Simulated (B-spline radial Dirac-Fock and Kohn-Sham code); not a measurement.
## Two-hole binding energies of Mo²⁺

System: the Mo²⁺ ion in the configuration 1s2 2s2 2p6 3s2 3p6 3d10 4s2 4p6 4d4.

The run's input, task.json:

```json
{"items": [{
  "Z": 42,
  "q": 2,
  "cfg": [[1, 0, 2], [2, 0, 2], [2, 1, 6], [3, 0, 2], [3, 1, 6], [3, 2, 10], [4, 0, 2], [4, 1, 6], [4, 2, 4]],
  "A": 98,
  "rrms": 4.4091,
  "do": ["binding", "quiet", "double"]
}]}
```

Run with: `python xray_run.py task.json out`

Model: Dirac-Fock energy differences between relaxed states, corrected for Breit and QED terms. Program: a B-spline atomic structure program. U is the two-hole binding energy less the two single-hole energies, the effective repulsion of the holes after relaxation. Each two-hole energy is an average over J within one jj subconfiguration.

| holes | E(a) (eV) | E(b) (eV) | E(ab) (eV) | U (eV) |
| --- | --- | --- | --- | --- |
| 1s⁻² | 20028.2 | 20028.2 | 40700.3 | 643.9 |
| 1s⁻¹ 2p1/2⁻¹ | 20028.2 | 2655.4 | 22860.5 | 176.8 |
| 1s⁻¹ 2p3/2⁻¹ | 20028.2 | 2550.5 | 22745.3 | 166.6 |
| 1s⁻¹ 3p3/2⁻¹ | 20028.2 | 424.9 | 20502.7 | 49.6 |
| 1s⁻¹ 3d3/2⁻¹ | 20028.2 | 259.1 | 20331.8 | 44.6 |
| 1s⁻¹ 3d5/2⁻¹ | 20028.2 | 255.9 | 20328.2 | 44.1 |
| 2s⁻¹ 2p1/2⁻¹ | 2901.2 | 2655.4 | 5652.7 | 96.1 |
| 2p1/2⁻² | 2655.4 | 2655.4 | 5438.7 | 127.8 |
| 2s⁻¹ 3p3/2⁻¹ | 2901.2 | 424.9 | 3369.5 | 43.4 |
| 2p1/2⁻¹ 3s⁻¹ | 2655.4 | 536.7 | 3235.9 | 43.7 |
| 2p1/2⁻¹ 3p3/2⁻¹ | 2655.4 | 424.9 | 3125.1 | 44.8 |
| 2p1/2⁻¹ 3d3/2⁻¹ | 2655.4 | 259.1 | 2958.7 | 44.2 |
| 2p1/2⁻¹ 3d5/2⁻¹ | 2655.4 | 255.9 | ? | ? |
| 3p1/2⁻² | 442.6 | 442.6 | 922.8 | 37.6 |

Task: Give the missing two-hole energy and U.

Result: E(ab) = 2957.4 eV and U = 46.0 eV.

Values without a named source are computed, but for edge energies of neutral atoms, which are taken from tables.
